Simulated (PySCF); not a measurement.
Species: C9H8 (charge -1 and doublet state).
Numbering: `[CH-:1]=[C:2][C:3](=[C:4]=[C:5]=[CH2:6])/[CH:7]=[CH:8]\[CH3:9]` (hydrogens: H10 on C1; H11, H12 on C6; H13 on C7; H14 on C8; H15, H16, H17 on C9)

Geometry (GFN2-xTB, Å), atoms numbered from 1 in this order:
```xyz
17
C9H8 angstrom
C     -1.0726    3.4508   -0.5104
C     -0.8203    2.2859   -0.3088
C     -0.5435    0.9296   -0.0736
C      0.7600    0.5258   -0.2960
C      1.9485    0.2836   -0.5289
C      3.2309   -0.0540   -0.7624
C     -1.6265    0.1201    0.3644
C     -1.6756   -1.2031    0.6644
C     -0.5377   -2.1713    0.6070
H     -1.2841    4.4645   -0.6876
H      3.9513    0.6788   -1.0977
H      3.5863   -1.0651   -0.6179
H     -2.5631    0.6684    0.4695
H     -2.6270   -1.6215    0.9850
H      0.3612   -1.6719    0.2564
H     -0.3341   -2.6024    1.5950
H     -0.7607   -3.0062   -0.0684
```

The hyperfine couplings belong to this conformer and change with its torsions.

Method: UKS B3LYP, pcH-1 on C H, non-relativistic, mean-field spin-orbit, GIAO in PySCF 2.14.0. Whether the extra electron is bound in the gas phase wasn't checked; a finite basis holds it in any case. A GFN2-xTB geometry isn't a minimum of the functional, and hyperfine couplings can be far from their values at a DFT geometry, by a factor of two or more for some ions and for spin on atoms past the first row. Stability of the SCF solution: not tested.

The Mulliken spin populations are largest on C6 (+0.49), C8 (+0.25), C4 (+0.22) and C3 (+0.16). Four atoms exceed +0.15.

Task: McConnell's relation a(H) = Q·ρ ties the coupling of a proton on a planar π carbon to the spin population of that carbon. What Q do the computed values give?

Result: 
```json
{"H": "H11", "C": "C6", "ρ(C)": "+0.485", "a(H) (G)": "-10.59", "a/ρ (G)": "-21.8"}
{"H": "H12", "C": "C6", "ρ(C)": "+0.485", "a(H) (G)": "-10.59", "a/ρ (G)": "-21.8"}
{"H": "H14", "C": "C8", "ρ(C)": "+0.249", "a(H) (G)": "-5.35", "a/ρ (G)": "-21.5"}
```

A least-squares line through the origin gives Q = -21.8 G with Mulliken populations. In every row coupling and population have opposite signs.

Couplings in gauss use g_iso = 2.0028.

The SMILES draws the unpaired electron on C2; the largest computed Mulliken spin population is on C6 (0.49 against -0.04).
